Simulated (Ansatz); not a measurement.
Consider the hydrogenolysis of the Al–N bond: `C[NH][AlH][NH2]` + H₂ → `[NH2][AlH2]` + CH₃NH₂.

Isolated molecules relaxed with PBE0-D4/def2-TZVP in Ansatz; ΔE leaves out vibrations. CCSD(T)/CBS adds triple-zeta CCSD(T) − MP2 to the extrapolated MP2 energy (def2 sets, frozen cores). This one scheme is used for every species. DFT in def2-TZVPP. B3LYP here is the variant with VWN-RPA as its local correlation; programs differ in this. HSE06 is defined as in plane-wave codes. Each species was taken in one conformer, which may not be the lowest.

`C[NH][AlH][NH2]`:

Cartesian coordinates in Å:
```
C -1.440 0.592 0.619
N -0.952 -0.281 -0.424
Al 0.714 -0.718 -0.832
N 2.063 -0.051 0.100
H -1.992 1.454 0.223
H -2.098 0.075 1.329
H -0.604 0.992 1.198
H -1.704 -0.672 -0.971
H 0.989 -1.708 -2.033
H 3.027 -0.268 -0.089
H 1.999 0.585 0.878
```

H₂:

```xyz
2

H    -0.349    0.127   -0.039
H     0.349   -0.127    0.039
```

`[NH2][AlH2]`:

Cartesian coordinates in Å:
```
N 0.708 -0.059 0.613
Al -0.625 0.052 -0.541
H 0.893 -0.853 1.204
H 1.392 0.662 0.774
H -1.606 -1.184 -0.660
H -0.761 1.383 -1.389
```

CH₃NH₂:

```xyz
7

C     0.223    0.048    0.520
N    -0.241    0.231   -0.844
H     0.013   -0.937    0.961
H    -0.234    0.805    1.163
H     1.303    0.207    0.560
H    -1.243    0.099   -0.901
H     0.179   -0.454   -1.459
```

```tsv
level	ΔE (kJ/mol)	difference from CCSD(T)/CBS
BLYP-D4	69.5	1.8
r2SCAN-D4	70.2	2.5
PBE0-D4	61.3	-6.4
BHLYP-D4	64.1	-3.6
B2PLYP	63.5	-4.2
B3LYP	57.5	-10.2
r2SCAN0	64.8	-2.9
HSE06	56.1	-11.6
BHLYP	56.1	-11.6
LC-ωPBE	58.6	-9.1
CCSD(T)/CBS	67.7	0
```

Largest T1 diagnostic among the species: 0.011.

In def2-TZVPP, CCSD(T) changes the Hartree–Fock value by +19.6 kJ/mol (the triples alone add +3.7 kJ/mol) and MP2 by +27.4 kJ/mol. The D4 term adds +9.4 kJ/mol with B3LYP and +5.3 kJ/mol with PBE0; it sums over pairs of atoms, weighted by their polarisabilities, and B3LYP, whose exchange is more repulsive, gets the larger term.
